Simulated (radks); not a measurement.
Spherical jellium clusters: N electrons in a uniform positive sphere of charge N and radius rs N^(1/3), rs = 5.79 bohr. Level of theory: non-relativistic Kohn-Sham, PBEsol, spin-polarised, spherical densities (a radial shooting solver with Libxc functionals). Levels are named by radial order and angular momentum (1s, 1p, 1d, 2s, ...), and open shells are averaged over m. Each electron was tried in the lowest free levels, single moves between levels near the top were tried too, and the lowest total energy was kept; such a search can miss a lower state. The series stops at N = 11: beyond it a trial failed or the search could not be trusted, so later rows were left out. Energies include the self-energy of the background; IP and EA are vertical (highest electron removed, lowest free level filled), at fixed background; spill-out counts the electrons outside the background radius R, and alpha is the static dipole polarisability from linear response (closed shells only). A dash means not computed or, for alpha, an open shell; in EA it means that no bound solution was reached, which is typical of self-interaction and does not show that the anion is unstable. Real open-shell clusters deform, which this model forbids.

| N | open shells | 2S | E/N (eV) | E(N+1) + E(N-1) - 2E(N) (eV) | IP (eV) | spill-out (e) |
|---|---|---|---|---|---|---|
| 1 | 1s(up 1, down 0) | 1 | -1.407 | - | - | 0.25 |
| 2 | none | 0 | -1.599 | 0.501 | 3.871 | 0.39 |
| 3 | 1p(up 1, down 0) | 1 | -1.496 | -0.420 | 3.106 | 0.61 |
| 4 | 1p(up 2, down 0) | 2 | -1.550 | -0.249 | 3.408 | 0.73 |
| 5 | 1p(up 3, down 0) | 3 | -1.631 | 0.319 | 3.549 | 0.81 |
| 6 | 1p(up 3, down 1) | 2 | -1.633 | -0.263 | 3.141 | 0.92 |
| 7 | 1p(up 3, down 2) | 1 | -1.671 | -0.163 | 3.346 | 1.01 |
| 8 | none | 0 | -1.721 | 0.600 | 3.456 | 1.09 |
| 9 | 1d(up 1, down 0) | 1 | -1.692 | -0.167 | 2.810 | 1.21 |
| 10 | 1d(up 2, down 0) | 2 | -1.686 | -0.132 | 2.950 | 1.31 |
| 11 | 1d(up 3, down 0) | 3 | -1.693 | - | 3.053 | 1.39 |

All shells are closed at N = 2, 8 (there: 1s2 1p6); the second difference of the energy has clear peaks (12 % above both neighbours; the first and last values, which can be the largest, are not judged, and half-filled shells can peak too) at N = 5, 8.
